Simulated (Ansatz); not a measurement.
A made-up structure of CH3NSe, closed shell:

N1  (-0.848, -1.062, -0.430)
C2  (-0.112, -0.078, -0.165)
Se3  (0.641, 0.090, 1.574)
H4  (-1.181, -1.026, -1.392)
H5  (0.161, 0.732, -0.849)
H6  (-0.977, -1.695, 0.359)
(Å)

It is relaxed with PBE-D4/def2-SVP and then PBE0-D4/def2-TZVP (Ansatz 0.2.0). Atoms count as bonded within 1.22 times the sum of their covalent radii (H–H: 0.88 Å). The end point is not checked to be a true minimum.

Task: Does its bonding change? (Judge from chemistry; the calculation decides.)

Result: The calculation gives: No: no bond forms or breaks.

Where it ends: The first stage lowers the energy by 0.62 eV in 7 steps. It ends as CH₃NSe ([NH2][CH][Se]):
```xyz
6
angstrom
N -0.8320 -1.0310 -0.4324
C -0.0415 -0.0331 -0.0531
Se 0.6852 0.1699 1.5586
H -1.2092 -1.0832 -1.3634
H 0.1433 0.6959 -0.8412
H -1.0620 -1.7571 0.2279
```

Labels in which every atom is bracketed show which atoms are joined, not bond orders.

For scale, one of the runs: PBE0-D4/def2-TZVP relaxation, 128 basis functions, launched by `ansatz run in.yaml --threads 2 --pin off --events-out ev --progress --plain --max-ram 4352MiB`. The run took about 24 s on 2 CPU threads of an Arm Neoverse N1 (shared host).
